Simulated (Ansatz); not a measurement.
`C=N[SiH2]N[SiH3]` + HCl → `[SiH3]N[SiH2]Cl` + `C=N` at 400 K and 1 bar (ligand exchange at the Si–N bond).

Calculated with Ansatz (gas phase, PBE0-D4/def2-TZVP geometries, no zero-point term in ΔE). CCSD(T)/CBS is the MP2 limit (def2-TZVPP, def2-QZVPP) plus CCSD(T) − MP2 in def2-TZVPP, frozen cores. This one scheme is used for every species. One conformer a species, not always the lowest.

```csv
species,CCSD(T)/CBS energy (Eh),H − E (kJ/mol),S (J/(mol·K))
`C=N[SiH2]N[SiH3]`,-730.46493,273.9,421.9
HCl,-460.38127,29.6,195.4
`[SiH3]N[SiH2]Cl`,-1096.34659,192.1,387.8
`C=N`,-94.52360,119.4,238.9
```

H − E and S are ideal-gas, rigid-rotor, harmonic terms from PBE0-D4/def2-TZVP, for one conformer and one mirror image of each species. 1 Eh = 2625.50 kJ/mol, R = 8.31446 J/(mol·K).

Task: By hand: ΔE, ΔH, ΔS and ΔG.

Result: ΔE = (-1096.34659) + (-94.52360) − (-730.46493) − (-460.38127) = -0.02399 Eh = -63.0 kJ/mol. Δ(H − E) = 192.1 + 119.4 − 273.9 − 29.6 = 8.0, so ΔH = -55.0 kJ/mol. ΔS = 387.8 + 238.9 − 421.9 − 195.4 = 9.4 J/(mol·K). ΔG = -55.0 − 400 × (9.4)/1000 = -58.8 kJ/mol.

Task: By hand: the equilibrium constant, and the temperature at which ΔG would vanish if ΔH and ΔS stayed fixed.

Result: log₁₀ K = −ΔG/(RT ln 10) = 7.7. ΔH and −TΔS have one sign here, so there is no such temperature.

The number of gas molecules stays the same, so ΔS is small and ΔH decides. A doubt of 5 kJ/mol in ΔE shifts log₁₀ K by 0.7 here. Other conformers and mirror images would add mixing entropy, several J/(mol·K) or more a flexible species. Modes under 60 cm⁻¹, often nearly free rotors, make the harmonic entropy too high. These are equilibria of isolated gas molecules and say nothing of rates. Largest T1 diagnostic: 0.012 (customary marks: 0.02 for closed shells, 0.045 for open ones).

ΔS is within the doubt of such terms, so its sign, and with it that verdict, could turn.
